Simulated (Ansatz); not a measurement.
Job for Ansatz (a first-principles code): U-CCSD(T)/def2-TZVPP on CdH4Si (SMILES [SiH3][CdH]), a point of a bond scan (R = 1.529 Å). Elements past Kr take the def2 small-core potentials; no spin–orbit coupling.

Ansatz 0.2 input:
```yaml
crystal:
  periodic: [false, false, false]
  atoms:
    - {symbol: Cd, position_ang: [-0.56643322, -0.31054170, -0.07977578]}
    - {symbol: H, position_ang: [-1.89741205, -1.04023836, -0.26722926]}
    - {symbol: Si, position_ang: [1.63488208, 0.89630877, 0.23025485]}
    - {symbol: H, position_ang: [2.24913649, 0.59379975, 1.54999129]}
    - {symbol: H, position_ang: [1.47089364, 2.37203423, 0.15366084]}
    - {symbol: H, position_ang: [2.62571392, 0.51316070, -0.80992508]}
basis:
  gaussian:
    orbitals: def2-TZVPP
correlation: {method: ccsd_t, electrons: outside_noble_gas}
scf: {omitted_lower_state_checks: [cluster_reference]}
magnetization: {spin_polarized: true, initial_magnetization: 0}
```

The head of its log:

```
WARN ansatz: RAYON_NUM_THREADS=1 ignored (pool sized by the plan → 1); use --threads N
Functional definition: HF
these checks for a lower state are left out or cut short: cluster_reference
integrals: 0.62 GiB planned
934 factors; integrals over basis functions are off by at most 1.0e-3 eV
mean field: 0.51 GiB planned
mean field evaluation 1: about -12464.5044 eV, gradient 1.0e1 eV
mean field evaluation 2: about -12464.5066 eV, gradient 1.0e1 eV
mean field evaluation 4: about -12465.5148 eV, gradient 2.0e0 eV
mean field evaluation 8: about -12465.5426 eV, gradient 1.0e-3 eV
mean field -12465.54258683 eV, -458.1002406179 hartree, gradient 4.9e-6 eV, S^2 0.000000; 0 other end points of the search recorded, 0 dependent functions left out
9 core orbitals not correlated
reference -12465.54258683 eV, -458.1002406179 hartree; 10, 10 occupied and 135, 135 virtual orbitals, 934 factors
```

**Question.** What total energy does the run end on?

**Answer.** -458.7146 hartree (reference determinant -458.1002, T1 diagnostic 0.013).
